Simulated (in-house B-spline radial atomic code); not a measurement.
Results of a calculation; reference values are marked as such.
**Softness against transferability: the 4d channel of Nb**

Nb, [Kr] 4d4 5s1, non-relativistic LDA (VWN5), spherical and spin-unpolarised, from an all-electron radial atomic-structure program (B-spline basis) (atomic units). The all-electron 4d level is ε = -0.125251 hartree, its outermost node lies just inside 0.56 bohr and its outer maximum at 1.49 bohr.

Troullier-Martins pseudo-orbitals are made for several radii. The cutoffs (hartree) are the plane-wave energies beyond which the orbital holds less than the named kinetic energy per electron. The phase error is the difference, pseudo minus all-electron, of arctan(R P'/P) at R = 2.38 bohr for all radii, half a hartree below and above the level.

```json
{"r_c (bohr)": "1.11", "V_l(0) (hartree)": "-22.20", "cutoff for 10 mEh": "37.7", "for 1 mEh": "55.8", "for 0.1 mEh": "70.6", "phase error at ε − 0.5 (mrad)": "-0.4", "at ε + 0.5 (mrad)": "-1.2"}
{"r_c (bohr)": "1.29", "V_l(0) (hartree)": "-10.61", "cutoff for 10 mEh": "15.5", "for 1 mEh": "27.7", "for 0.1 mEh": "40.5", "phase error at ε − 0.5 (mrad)": "-0.3", "at ε + 0.5 (mrad)": "-0.7"}
{"r_c (bohr)": "1.49", "V_l(0) (hartree)": "-8.08", "cutoff for 10 mEh": "13.9", "for 1 mEh": "20", "for 0.1 mEh": "25.6", "phase error at ε − 0.5 (mrad)": "-0.2", "at ε + 0.5 (mrad)": "-0.4"}
{"r_c (bohr)": "1.68", "V_l(0) (hartree)": "-7.50", "cutoff for 10 mEh": "13.5", "for 1 mEh": "18.7", "for 0.1 mEh": "23.1", "phase error at ε − 0.5 (mrad)": "-0.1", "at ε + 0.5 (mrad)": "-0.2"}
{"r_c (bohr)": "1.87", "V_l(0) (hartree)": "-7.11", "cutoff for 10 mEh": "13.1", "for 1 mEh": "17.5", "for 0.1 mEh": "21.5", "phase error at ε − 0.5 (mrad)": "+0.1", "at ε + 0.5 (mrad)": "+0.2"}
{"r_c (bohr)": "2.08", "V_l(0) (hartree)": "-6.66", "cutoff for 10 mEh": "12.3", "for 1 mEh": "16.4", "for 0.1 mEh": "19.5", "phase error at ε − 0.5 (mrad)": "+0.6", "at ε + 0.5 (mrad)": "+1.3"}
```

Question: Which radius needs the lowest cutoff for 0.1 mEh while both phase errors stay within 0.8 mrad?

Answer: The radii within that limit are 1.29, 1.49, 1.68, 1.87 bohr; of these r_c = 1.87 needs the least, 21.5 hartree, that is 43 Ry or 585 eV.

Question: What does the larger radius buy, and what does it cost?

Answer: From r_c = 1.11 to 2.08 bohr the cutoff for 1 mEh goes from 55.8 to 16.4 hartree, a factor of 3.40, against 3.51 for a pure 1/r_c² scaling, end to end; step by step it is 55.8, 27.7, 20, 18.7, 17.5, 16.4, and for 0.1 mEh 70.6, 40.5, 25.6, 23.1, 21.5, 19.5; the number of plane waves goes as the cutoff to the power 3/2, here a factor of 6.3. The larger of the two phase errors is least at r_c = 1.68 bohr, 0.2 mrad; it is 1.2 at the smallest radius and 1.3 at the largest. These errors test the reference atom alone. The smallest radius lies well inside the outer maximum, where the nodeless form must bend sharply to keep the norm, so it is both harder and scatters less well than the next. Large radii also let the cores of neighbours overlap, which an atom doesn't show.
